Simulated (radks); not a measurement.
Results of a calculation; reference values are marked as such.
Valence configurations of W (all share [Xe]). Level of theory: scalar-relativistic Kohn-Sham, BLYP, spin-polarised, spherical densities, finite nucleus; open shells are filled with parallel spins first (spin-orbit coupling, left out, can overturn this in heavy ions); Fermi nuclear charge, rms radius 5.3658 fm (a radial shooting solver on a logarithmic mesh with Libxc functionals). Energies are relative to 4f14 5d4 6s2; eigenvalues in eV for spin up.

\begin{tabular}{lrrrrrr}
valence & E (eV) & moment (Bohr magnetons) & e(4f) & e(5d) & e(6p) & e(6s) \\ \hline
4f14 5d4 6s2 & 0.000 & 4 & -32.737 & -5.002 & - & -5.978 \\
4f14 5d3 6s2 6p1 & 4.455 & 4 & -36.824 & -7.804 & -2.464 & -7.681 \\
4f14 5d6 & 3.913 & 4 & -29.346 & -2.940 & - & - \\
4f14 5d4.5 6s1.5 & -0.046 & 5 & -31.574 & -4.375 & - & -5.744 \\
4f14 5d5 6s1 & -0.085 & 6 & -30.499 & -3.789 & - & -5.523 \\
4f14 5d4 6s1 6p1 & 3.246 & 6 & -34.170 & -6.382 & -2.255 & -7.176 \\
4f13 5d4 6s2 6p1 & 36.723 & 6 & -46.489 & -9.285 & -2.510 & -7.968 \\
4f12 5d6 6s2 & 71.912 & 6 & -52.305 & -7.252 & - & -6.221 \\
4f12 5d4 6s2 6p2 & 85.547 & 8 & -61.296 & -13.939 & -3.547 & -9.901 \\
4f13.5 5d4 6s2 6p0.5 & 16.914 & 5 & -39.465 & -7.087 & -1.975 & -6.980 \\
\end{tabular}

NIST lists [Xe] 4f14 5d4 6s2 as the ground configuration; this level of theory puts 4f14 5d5 6s1 lower, by 0.085 eV. The energies are those of spherical high-spin densities, not of single terms.
